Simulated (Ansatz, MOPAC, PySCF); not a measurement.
System: HSe (charge 0, doublet). SMILES: [SeH]
Geometry from a B3LYP-D3(BJ)/def2-TZVP (Ansatz, an electronic-structure program) optimisation:
```xyz
2

Se     0.0000     0.0000    -0.0421
H      0.0000     0.0000     1.4328
```
Charge 0, spin multiplicity 2.

Wanted: vertical ionisation energy to the triplet, in eV. Set-up: LANL2DZ with its own core potentials from Na on; each state is the SCF solution reached for its charge and spin; spin-orbit terms left out; non-relativistic; valence correlation only (noble-gas shells and the d and f shells of earlier blocks); UHF or UKS for open shells; six Cartesian d functions in 6-31G* and its kin unless marked 5d. First-principles rows: single points at B3LYP-D3(BJ) geometries (Ansatz). Semi-empirical rows: differences of heats of formation at the shared geometry for vertical values.

```
level                              program  vertical ionisation energy to the triplet (eV)
---------------------------------  -------  ----------------------------------------------
AM1                                  MOPAC                                            7.46
PM3                                  MOPAC                                            9.04
B3LYP/STO-3G                        Ansatz                                            7.94
B3LYP/6-31G* with LANL2DZ past Ar   Ansatz                                            9.85
MP2/6-31G*                          Ansatz                                            9.13
MP2/6-31G* with LANL2DZ past Ar     Ansatz                                            8.92
B3LYP/def2-TZVPD                    Ansatz                                            9.85
M06-2X/def2-TZVPD                    PySCF                                            9.62
```

No value to compare with is used here. The 6 habitual levels span 7.46 (AM1) to 9.85 eV (B3LYP/6-31G* with LANL2DZ past Ar); B3LYP/def2-TZVPD gives 9.85.

The levels are drawn from those run, B3LYP/6-31G* more often than the rest, none by its result; runs whose electronic state is in doubt are left out.
